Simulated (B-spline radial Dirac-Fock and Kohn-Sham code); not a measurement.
**Kohn-Sham estimates against Dirac-Fock for the levels of La⁹⁺**

System: lanthanum as La⁹⁺ in the configuration [Kr] 4d10 5s2.

The density-functional columns are spherical, spin-unpolarised Dirac-Kohn-Sham results without Breit or QED terms: −ε is minus the orbital energy of the initial state and ΔSCF the difference of two total energies. The reference in the last column comes from Dirac-Fock (average of configuration) total-energy differences with a finite nucleus, the Breit interaction including its frequency dependence, and self-energy and vacuum-polarisation corrections. All numbers are from an atomic code on a B-spline grid, in eV; a selection of levels is shown. For the 1s level of heavy atoms much of the gap between ΔSCF and the reference is the Breit and QED part, -147.3 eV here; for other levels the error of the functional can be larger.

| level | LDA −ε | LDA ΔSCF | Dirac-Fock |
| --- | --- | --- | --- |
| K (1s) | 38803.2 | 39204.9 | 39069.2 |
| L1 (2s) | 6281.5 | 6359.3 | 6416.0 |
| L2 (2p1/2) | 5934.7 | 6030.6 | 6035.8 |
| L3 (2p3/2) | 5522.0 | 5610.8 | 5627.8 |
| M1 (3s) | 1440.7 | 1470.3 | 1510.5 |
| M2 (3p1/2) | 1294.0 | 1324.7 | 1350.3 |
| M3 (3p3/2) | 1213.6 | 1243.0 | 1269.0 |
| M4 (3d3/2) | 955.5 | 988.3 | 992.2 |
| M5 (3d5/2) | 938.3 | 970.6 | 975.4 |
| N1 (4s) | 387.0 | 402.2 | 419.8 |
| N2 (4p1/2) | 332.8 | 347.7 | 358.4 |
| N3 (4p3/2) | 315.3 | 329.8 | 340.8 |
| N4 (4d3/2) | 225.8 | 239.6 | 238.7 |
| N5 (4d5/2) | 222.7 | 236.4 | 235.7 |
| O1 (5s) | 146.3 | 154.3 | 149.7 |

For the outermost level NIST gives 151.4 ± 0.7 eV (semi-empirical); the differences from it are LDA −ε -5.07, LDA ΔSCF +2.89, Dirac-Fock -1.67 eV.

Values without a named source are computed, but for edge energies of neutral atoms, which are taken from tables.
